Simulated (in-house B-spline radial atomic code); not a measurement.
**Ionising Pr42+ with different functionals**

Computed with a radial B-spline atomic code at the basis-set limit: scalar-relativistic (spin-free X2C) Hamiltonian, Fermi nucleus of rms radius 4.8919 fm, spin-polarised at highest spin, spherical fractional occupations for the functionals. The ionisation energy is the difference of two self-consistent energies, [Ne] 3s2 3p5 → [Ne] 3s2 3p4, without Breit or QED terms; ε is the level of the shell that loses the electron (its least bound occupied spin orbital). There is no spin-orbit coupling in this Hamiltonian.

Hybrids are left out here: with spherical fractional occupations of an open shell their exact exchange keeps a self-interaction that integer-occupation calculations don't have.

```json
{"method": "RPBE", "rung": "GGA", "ΔSCF (eV)": "3359.5", "-ε(3p) (eV)": "3314.5"}
{"method": "PBE", "rung": "GGA", "ΔSCF (eV)": "3359.5", "-ε(3p) (eV)": "3314.5"}
{"method": "PBEsol", "rung": "GGA", "ΔSCF (eV)": "3358.9", "-ε(3p) (eV)": "3313.8"}
{"method": "AM05", "rung": "GGA", "ΔSCF (eV)": "3358.6", "-ε(3p) (eV)": "3313.4"}
```

Q: How do they compare with the NIST value?

A: NIST lists 3319 eV ± 4 (tabulated theory, ground level to ground level). Errors run from +39.6 to +40.5 eV. The correlated functionals all miss on the same side by more than they spread, so the cause is common to them (spin-orbit coupling, Breit-QED terms, multiplet and fine-structure energies, or a listed next ion that isn't the cheapest removal here) and closeness doesn't rank the functionals.
